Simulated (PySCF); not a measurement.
Record of a relaxation.

CH9NO3Si4.
Atom-mapped SMILES: `[N:1]#[C:2][SiH2:3][O:4][SiH:5]([O:6][SiH3:7])[O:8][SiH3:9]` (hydrogens: H10, H11 on Si3; H12 on Si5; H13, H14, H15 on Si7; H16, H17, H18 on Si9)

Method: PBE0-D3(BJ)/def2-SVP geometry optimisation, gas phase (PySCF); density fitting, grid level 1; the optimiser is geomeTRIC in internal coordinates, started from a GFN2-xTB structure with every atom displaced at random (about 0.01 Å). 5 of its 29 geometries are shown. The frame can shift and turn from step to step; on so coarse a grid that alone can change the energy by a few meV, and forces under 0.02 eV/Å are noise.

Step 0: E = -40291.6438 eV, largest atomic force 1.883 eV/Å
```
atom  x, y, z in Å  |  force x, y, z in eV/Å
N1      3.787    0.119   -1.031    0.955   0.865  -0.562
C2      2.971   -0.539   -0.561   -1.073  -1.099   0.549
Si3     1.670   -1.660    0.206    1.844  -0.360  -0.118
O4      0.873   -0.806    1.284   -0.971   0.782   0.966
Si5    -0.291    0.332    1.493    1.102   0.615   1.303
O6      0.071    1.621    0.597    0.138  -0.150   0.831
Si7     0.195    2.236   -0.900   -0.708   0.367  -0.497
O8     -1.703   -0.260    1.071   -0.508  -0.068   0.641
Si9    -2.594   -0.910   -0.109   -0.664  -0.176  -0.674
H10     0.857   -2.153   -0.875   -0.514  -0.397  -0.716
H11     2.361   -2.666    1.033    0.241  -0.397  -0.339
H12    -0.302    0.702    2.902   -0.015   0.055   0.302
H13     1.107    3.340   -0.734    0.646   0.765  -0.330
H14    -1.174    2.698   -1.260   -0.012   0.106  -0.306
H15     0.648    1.200   -1.834    0.201  -0.266  -0.415
H16    -2.327   -0.191   -1.374   -0.044   0.086  -0.310
H17    -2.209   -2.315   -0.248    0.003  -0.607  -0.173
H18    -3.970   -0.734    0.355   -0.621  -0.122  -0.153
```

Step 7: E = -40292.0789 eV, largest atomic force 0.087 eV/Å
```
atom  x, y, z in Å  |  force x, y, z in eV/Å
N1      3.499    0.362   -1.042    0.022  -0.016  -0.002
C2      2.863   -0.458   -0.524   -0.041   0.009   0.006
Si3     1.740   -1.697    0.307    0.030   0.056   0.035
O4      0.841   -0.885    1.418   -0.022  -0.071  -0.045
Si5    -0.285    0.325    1.580    0.001   0.034  -0.001
O6      0.173    1.597    0.656   -0.027  -0.046  -0.029
Si7     0.263    2.204   -0.897   -0.009   0.000   0.040
O8     -1.747   -0.252    1.104    0.030   0.011  -0.049
Si9    -2.640   -0.873   -0.155    0.030   0.028   0.062
H10     0.903   -2.284   -0.772   -0.016  -0.013  -0.005
H11     2.588   -2.713    0.971    0.002   0.008   0.005
H12    -0.346    0.713    2.995    0.003   0.006   0.015
H13     1.480    3.046   -1.011    0.011   0.010  -0.003
H14    -0.957    3.020   -1.166   -0.004   0.001  -0.003
H15     0.315    1.074   -1.871    0.001  -0.006  -0.012
H16    -2.378   -0.084   -1.395   -0.003   0.008  -0.013
H17    -2.255   -2.295   -0.392    0.002  -0.015  -0.005
H18    -4.082   -0.791    0.203   -0.010  -0.005   0.004
```

Step 14: E = -40292.0970 eV, largest atomic force 0.141 eV/Å
```
atom  x, y, z in Å  |  force x, y, z in eV/Å
N1      2.906   -0.091   -1.626   -0.021   0.011   0.007
C2      2.535   -0.762   -0.756    0.031  -0.025  -0.009
Si3     1.907   -1.836    0.636   -0.006  -0.019  -0.032
O4      0.770   -0.991    1.459    0.017  -0.040   0.066
Si5    -0.271    0.295    1.499   -0.017   0.089  -0.083
O6      0.290    1.453    0.491    0.017  -0.095   0.103
Si7     0.355    2.250   -0.967   -0.012   0.009  -0.112
O8     -1.754   -0.221    1.031    0.012   0.032   0.030
Si9    -2.754   -0.680   -0.213   -0.010  -0.028  -0.017
H10     1.337   -3.053    0.006   -0.017   0.003  -0.003
H11     3.064   -2.166    1.504    0.002   0.030   0.003
H12    -0.342    0.801    2.877    0.009  -0.018   0.017
H13     1.744    2.717   -1.213    0.005   0.023   0.034
H14    -0.574    3.416   -0.907   -0.004   0.004  -0.009
H15    -0.076    1.334   -2.065   -0.022   0.005   0.018
H16    -3.034    0.490   -1.095    0.006   0.012  -0.012
H17    -2.103   -1.758   -1.017    0.005   0.002  -0.010
H18    -4.027   -1.188    0.366    0.004   0.003   0.008
```

Step 21: E = -40292.1181 eV, largest atomic force 0.088 eV/Å
```
atom  x, y, z in Å  |  force x, y, z in eV/Å
N1      2.055   -0.555   -1.969   -0.012  -0.009  -0.008
C2      1.973   -1.079   -0.938   -0.002   0.009   0.008
Si3     1.801   -1.859    0.751   -0.010   0.002   0.009
O4      0.771   -0.934    1.635    0.025   0.009  -0.024
Si5    -0.248    0.373    1.547   -0.025  -0.027   0.043
O6      0.414    1.476    0.538   -0.009  -0.024  -0.035
Si7     0.442    2.331   -0.893   -0.004  -0.003   0.037
O8     -1.710   -0.135    1.000    0.029   0.055  -0.063
Si9    -2.532   -0.676   -0.344    0.002  -0.014   0.045
H10     1.258   -3.224    0.545   -0.003  -0.003  -0.005
H11     3.155   -1.887    1.355   -0.004   0.003   0.004
H12    -0.402    0.920    2.903    0.005   0.002   0.004
H13     1.857    2.541   -1.297    0.007   0.003   0.003
H14    -0.219    3.650   -0.664   -0.002   0.002  -0.003
H15    -0.305    1.587   -1.947   -0.001  -0.004  -0.006
H16    -2.830    0.466   -1.255   -0.002   0.006  -0.001
H17    -1.703   -1.686   -1.069    0.004   0.001  -0.006
H18    -3.805   -1.299    0.112    0.001  -0.009   0.000
```

Step 28: E = -40292.1244 eV, largest atomic force 0.028 eV/Å
```
atom  x, y, z in Å  |  force x, y, z in eV/Å
N1      1.672   -0.763   -2.040    0.004   0.002   0.001
C2      1.739   -1.198   -0.966   -0.009  -0.004   0.000
Si3     1.775   -1.836    0.789    0.004   0.006   0.003
O4      0.787   -0.880    1.689    0.000  -0.007  -0.005
Si5    -0.235    0.420    1.533   -0.009  -0.009  -0.003
O6      0.472    1.494    0.524    0.014   0.011   0.022
Si7     0.516    2.394   -0.876   -0.008  -0.006  -0.011
O8     -1.670   -0.093    0.929   -0.001   0.017  -0.019
Si9    -2.485   -0.739   -0.370    0.000  -0.007   0.014
H10     1.282   -3.234    0.752   -0.001  -0.001  -0.002
H11     3.180   -1.756    1.257   -0.001   0.002   0.002
H12    -0.444    0.995    2.870    0.004   0.000   0.001
H13     1.908    2.402   -1.397    0.002   0.001   0.002
H14     0.092    3.789   -0.554   -0.001   0.000  -0.001
H15    -0.420    1.816   -1.882    0.001  -0.001  -0.001
H16    -2.876    0.348   -1.313    0.001  -0.001  -0.001
H17    -1.614   -1.725   -1.076    0.001  -0.002  -0.001
H18    -3.705   -1.423    0.142    0.000  -0.001  -0.001
```

Task: Summarise the path.

Result: The energy falls by 46.37 kJ/mol from step 0 to step 28; nine tenths of that is first reached at step 6. It rises by more than 0.2 meV at step 23. The largest force goes from 1.883 to 0.028 eV/Å. Among the bonds Si3–O4 changes most, from 1.591 to 1.643 Å; the atoms move by 1.138 Å rms after alignment.

Task: Follow the three bonds and two angles with the largest change from start to end.

Result: 
```
step  E above end (kJ/mol)  largest force (eV/Å)  Si3–O4 (Å)  Si5–O8 (Å)  O8–Si9 (Å)  O4–Si3–H11 (°)  Si5–O6–Si7 (°)
   0                 46.37                 1.883       1.591       1.588       1.615           102.8           146.4
   1                  6.29                 0.250       1.646       1.642       1.664           110.7           147.9
   2                  5.81                 0.086       1.642       1.640       1.662           110.4           147.6
   4                  5.27                 0.146       1.638       1.639       1.658           110.4           146.3
   5                  4.90                 0.150       1.639       1.640       1.659           110.4           145.4
   6                  4.63                 0.088       1.641       1.641       1.662           110.5           145.0
   7                  4.40                 0.087       1.644       1.643       1.664           110.5           145.3
   9                  3.84                 0.139       1.644       1.641       1.664           110.2           146.9
  10                  3.58                 0.142       1.643       1.640       1.661           110.1           148.3
  11                  3.41                 0.105       1.641       1.639       1.659           110.2           149.5
  12                  3.31                 0.089       1.640       1.638       1.658           110.5           150.7
  13                  2.96                 0.150       1.638       1.638       1.658           111.0           153.5
  15                  2.05                 0.113       1.639       1.639       1.664           111.3           152.6
  16                  1.79                 0.060       1.639       1.639       1.663           111.2           152.5
  17                  1.56                 0.090       1.638       1.639       1.661           111.1           152.3
  18                  1.40                 0.065       1.639       1.639       1.662           111.1           152.2
  19                  1.23                 0.047       1.640       1.640       1.664           111.3           152.0
  21                  0.61                 0.088       1.642       1.641       1.666           111.4           152.0
  22                  0.48                 0.063       1.641       1.641       1.665           111.4           152.1
  23                  0.61                 0.077       1.640       1.639       1.664           111.3           152.7
  24                  0.36                 0.035       1.641       1.640       1.665           111.3           152.5
  26                  0.09                 0.034       1.642       1.639       1.665           111.6           152.7
  27                  0.03                 0.038       1.643       1.639       1.665           111.6           152.6
  28                  0.00                 0.028       1.643       1.639       1.664           111.5           152.4
```

The cost below is that of the whole optimisation. On one thread of an Intel Xeon Platinum 8259CL at 2.50 GHz, no GPU, on a shared host, this took 13 min of wall time and 0.88 GiB of memory at its peak.
